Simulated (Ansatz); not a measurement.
This singlet lies 1.67 eV below the relaxed triplet at the level composite: frozen-core CCSD(T) with HF/cc-pVQZ and the correlation energy extrapolated as X^-3 from cc-pVTZ and cc-pVQZ, plus CCSDT(Q) minus CCSD(T) in cc-pVDZ // B3LYP-D3(BJ)/def2-TZVP (Ansatz, a program for electronic structure).

These are B3LYP-D3(BJ)/def2-TZVP in Ansatz values and carry that method's errors. No frequencies were computed at this level.

Ansatz 0.2 input:
```yaml
crystal:
  periodic: [false, false, false]
  atoms:
    - { symbol: C, position_ang: [-0.955539, 0.034176, 0.035254] }
    - { symbol: Si, position_ang: [0.789956, -0.027798, -0.029604] }
    - { symbol: H, position_ang: [-1.487535, 0.697937, 0.695333] }
    - { symbol: H, position_ang: [-1.580667, -0.58938, -0.580944] }
    - { symbol: H, position_ang: [1.678497, 0.794049, 0.784168] }
    - { symbol: H, position_ang: [1.555289, -0.908983, -0.904207] }
basis:
  gaussian: { orbitals: def2-tzvp }
hamiltonian:
  xc: b3lyp
  dispersion: d3bj
relax:
  max_steps: 150
```

Output:

```
Functional definition: B3LYP
617 factors; their error is unknown
mean field evaluation 1: about -8969.2674 eV, gradient 6.3e1 eV
mean field evaluation 2: about -8944.8551 eV, gradient 9.4e1 eV
mean field evaluation 4: about -8979.3535 eV, gradient 4.7e0 eV
mean field evaluation 8: about -8979.4279 eV, gradient 1.1e-1 eV
mean field evaluation 16: about -8979.4484 eV, gradient 2.6e-5 eV
mean field -8979.44837576 eV, -329.9886413206 hartree, gradient 2.6e-5 eV, S^2 0.000000; 0 other end points of the search recorded, 0 dependent functions left out
reference -8979.44859599 eV, -329.9886494138 hartree; 12, 12 occupied and 80, 80 virtual orbitals, 617 factors
relax step   1: F+E_penalty+E_count = -8979.60887863 eV  Δ(F+E_penalty+E_count) = +0.000e0 eV  max|allowed force component| = 1.538e0 eV/Å  Δτ_max = 0.0000 Å  (26 SCF iters, accepted)
these checks for a lower state are left out or cut short: starts, cluster_reference, orbital_swaps, neighbouring_geometries, increment
617 factors; their error is unknown
mean field -8979.49398818 eV, -329.9903175460 hartree, gradient 1.9e-5 eV, S^2 0.000000; 0 other end points of the search recorded, 0 dependent functions left out
reference -8979.49420811 eV, -329.9903256282 hartree; 12, 12 occupied and 80, 80 virtual orbitals, 617 factors
relax step   2: F+E_penalty+E_count = -8979.65533850 eV  Δ(F+E_penalty+E_count) = -4.646e-2 eV  max|allowed force component| = 6.420e-1 eV/Å  Δτ_max = 0.0531 Å  (29 SCF iters, accepted)
these checks for a lower state are left out or cut short: starts, cluster_reference, orbital_swaps, neighbouring_geometries, increment
617 factors; their error is unknown
mean field -8979.49898658 eV, -329.9905012337 hartree, gradient 1.9e-5 eV, S^2 0.000000; 0 other end points of the search recorded, 0 dependent functions left out
reference -8979.49920605 eV, -329.9905092992 hartree; 12, 12 occupied and 80, 80 virtual orbitals, 617 factors
relax step   3: F+E_penalty+E_count = -8979.66070155 eV  Δ(F+E_penalty+E_count) = -5.363e-3 eV  max|allowed force component| = 4.861e-2 eV/Å  Δτ_max = 0.0151 Å  (29 SCF iters, accepted)
these checks for a lower state are left out or cut short: starts, cluster_reference, orbital_swaps, neighbouring_geometries, increment
617 factors; their error is unknown
mean field evaluation 32: about -8979.4772 eV, gradient 6.2e-1 eV
mean field -8979.49954961 eV, -329.9905219248 hartree, gradient 1.8e-5 eV, S^2 0.000000; 0 other end points of the search recorded, 0 dependent functions left out
reference -8979.49976910 eV, -329.9905299909 hartree; 12, 12 occupied and 80, 80 virtual orbitals, 617 factors
relax step   4: F+E_penalty+E_count = -8979.66120052 eV  Δ(F+E_penalty+E_count) = -4.990e-4 eV  max|allowed force component| = 2.745e-2 eV/Å  Δτ_max = 0.0098 Å  (29 SCF iters, accepted)
these checks for a lower state are left out or cut short: starts, cluster_reference, orbital_swaps, neighbouring_geometries, increment
617 factors; their error is unknown
mean field -8979.49955996 eV, -329.9905223050 hartree, gradient 1.8e-5 eV, S^2 0.000000; 0 other end points of the search recorded, 0 dependent functions left out
reference -8979.49977943 eV, -329.9905303706 hartree; 12, 12 occupied and 80, 80 virtual orbitals, 617 factors
relax step   5: F+E_penalty+E_count = -8979.66123416 eV  Δ(F+E_penalty+E_count) = -3.364e-5 eV  max|allowed force component| = 1.308e-3 eV/Å  Δτ_max = 0.0014 Å  (21 SCF iters, accepted)
617 factors; their error is unknown
mean field -8979.49955996 eV, -329.9905223050 hartree, gradient 1.8e-5 eV, S^2 0.000000; 1 other end points of the search recorded, 0 dependent functions left out
reference -8979.49977943 eV, -329.9905303706 hartree; 12, 12 occupied and 80, 80 virtual orbitals, 617 factors
Total energy: -8979.66145364 eV, -329.9964717880 hartree
Atom 0 at    -0.921475     0.032695     0.034262 Å, force     0.000859    -0.000021    -0.000024 eV/Å
Atom 1 at     0.777170    -0.027572    -0.028900 Å, force    -0.000206    -0.000004     0.000021 eV/Å
Atom 2 at    -1.451263     0.702275     0.699293 Å, force    -0.000395     0.001308     0.001200 eV/Å
Atom 3 at    -1.545186    -0.595957    -0.587878 Å, force    -0.000584    -0.001279    -0.001175 eV/Å
Atom 4 at     1.634026     0.824093     0.813828 Å, force     0.000162    -0.000045     0.000016 eV/Å
Atom 5 at     1.506730    -0.935534    -0.930605 Å, force     0.000163     0.000042    -0.000038 eV/Å
Dipole moment:     0.156681    -0.005558    -0.005827 e Å
```

Cost: roughly 7 core-seconds.
